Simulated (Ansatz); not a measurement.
Two isomers of CH8BNSi: A = `CB(N)[SiH3]`, B = `BCN[SiH3]`.

Program: Ansatz. Geometries: PBE0-D4/def2-TZVP. ΔE: electronic, gas phase. CBS: MP2 limit from def2 TZ/QZ plus the TZ coupled-cluster correction, frozen cores. Functionals use def2-TZVPP. B3LYP here is the variant with VWN-RPA as its local correlation; programs differ in this. Each species was taken in one conformer, which may not be the lowest.

A:

Z-matrix (Å, degrees):
```
C
B 1 1.573
H 1 1.095 2 110.8
H 1 1.095 2 113.7 3 121.7
H 1 1.095 2 110.7 3 -116.7
N 2 1.392 1 120.4 3 -121.9
Si 2 2.029 1 121.5 3 58.1
H 6 1.006 2 123.8 1 -180.0
H 6 1.009 2 122.7 1 0.1
H 7 1.492 2 111.7 1 59.2
H 7 1.494 2 112.3 1 179.6
H 7 1.492 2 111.6 1 -60.0
```

B:

```xyz
12

B     0.870   -1.079    1.709
C    -0.146   -0.493    0.704
N     0.350    0.369   -0.342
Si   -0.617    1.055   -1.578
H     0.462   -1.741    2.617
H     2.051   -0.915    1.581
H    -0.946   -0.002    1.283
H    -0.656   -1.398    0.306
H     1.351    0.385   -0.429
H     0.272    1.904   -2.413
H    -1.280    0.039   -2.451
H    -1.711    1.878   -0.988
```

(1) Which is lower in electronic energy at CCSD(T)/CBS, and by how much? (Estimate.)

(2) Give E(B) − E(A) in kJ/mol with MP2/def2-TZVPP, B3LYP-D4, CCSD(T)/def2-SVP, PBE-D4, r2SCAN-D4, HF/def2-TZVPP, CCSD/def2-TZVPP. (An estimate is asked.)

(3) Does the order hold for the free energy at 298.15 K (harmonic terms from PBE0-D4)? (An estimate is asked.)

Largest T1 diagnostic: 0.013.

Answers

(1) Computed: A, by 169.6 kJ/mol.

(2) Computed: MP2/def2-TZVPP 168.3, B3LYP-D4 169.1, CCSD(T)/def2-SVP 187.2, PBE-D4 185.3, r2SCAN-D4 177.9, HF/def2-TZVPP 143.3, CCSD/def2-TZVPP 167.3. None reverses the order clearly.

(3) Computed: Yes: G(B) − G(A) = +155.5 kJ/mol, for one conformer each.

Leaving LDA and LC-ωPBE aside and taking each functional with its dispersion term where it has one, the values, not all of them listed here, spread over 23.9 kJ/mol, from BHLYP-D4 to PBE-D4. LDA lies +3.4 kJ/mol from PBE without D4. In def2-TZVPP, CCSD(T) changes the Hartree–Fock value by +28.2 kJ/mol (the triples alone add +4.2 kJ/mol) and MP2 by +25.0 kJ/mol.
